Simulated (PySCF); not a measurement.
B3LYP has the VWN-RPA correlation part, as in Gaussian. Excitations are Tamm–Dancoff values on a coarser integration grid. The basis has no diffuse functions, so Rydberg states are missing or too high.

Z-matrix (Å, degrees):
```
Ga
C 1 1.9880
H 2 1.0899 1 112.59
H 2 1.0922 3 108.86 1 -123.08
H 2 1.0936 3 108.20 4 -115.80
C 1 1.9888 2 121.27 3 10.23
H 6 1.0900 1 112.50 2 -9.45
H 6 1.0922 7 108.78 1 123.00
H 6 1.0934 7 108.20 8 115.76
C 1 1.9896 2 119.77 3 -170.07
H 10 1.0901 1 112.42 2 -12.48
H 10 1.0919 11 108.86 1 123.39
H 10 1.0937 11 108.00 12 115.77
```
Charge 0, multiplicity 1.

Problem. Predict the brightest of the four lowest singlets (TDA), S1–T1 gap (TDA) and LUMO from B3LYP-D3(BJ)/def2-TZVP in PySCF.

Solution. 
```yaml
brightest of the four lowest singlets (TDA): 6.68 eV
S1–T1 gap (TDA): 0.29 eV
LUMO: -0.84 eV
```
